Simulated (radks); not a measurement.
Species: Mo3+. Configuration: [Ar] 3d10 4s1 4p6 4d3 5p1 (not the ground configuration). Calculated with a radial shooting solver on a logarithmic mesh with Libxc functionals: scalar-relativistic Kohn-Sham, Wu-Cohen GGA, spin-polarised, spherical densities, point nucleus; open shells are filled with parallel spins first (spin-orbit coupling, left out, can overturn this in heavy ions).

Unscreened Slater integrals over Kohn-Sham orbitals (hartree). They are taken over the spin-up orbitals.

\begin{tabular}{lr}
integral & value \\ \hline
F0(5p,5p) & 0.30623 \\
F2(5p,5p) & 0.16669 \\
F0(5p,4d) & 0.37117 \\
F2(5p,4d) & 0.12692 \\
G1(5p,4d) & 0.051405 \\
G3(5p,4d) & 0.045793 \\
F0(5p,4p) & 0.38430 \\
F2(5p,4p) & 0.10344 \\
G0(5p,4p) & 0.022317 \\
G2(5p,4p) & 0.029334 \\
F0(5p,4s) & 0.38863 \\
G1(5p,4s) & 0.031973 \\
F0(4d,4d) & 0.59772 \\
F2(4d,4d) & 0.30501 \\
F4(4d,4d) & 0.20144 \\
F0(4d,4p) & 0.66315 \\
F2(4d,4p) & 0.33135 \\
G1(4d,4p) & 0.41478 \\
G3(4d,4p) & 0.25503 \\
F0(4d,4s) & 0.68438 \\
G2(4d,4s) & 0.30260 \\
F0(4p,4p) & 0.75792 \\
F2(4p,4p) & 0.40049 \\
F0(4p,4s) & 0.79107 \\
G1(4p,4s) & 0.53833 \\
F0(4s,4s) & 0.82979 \\
\end{tabular}

Derived for the open shells (J is the average intra-shell exchange parameter used in DFT+U). 4d: Racah B = F2/49 - 5 F4/441 = 0.003941 hartree, C = 35 F4/441 = 0.01599 hartree, C/B = 4.06, F4/F2 = 0.660, J = (F2 + F4)/14 = 0.03618 hartree. 5p: J = F2/5 = 0.03334 hartree.
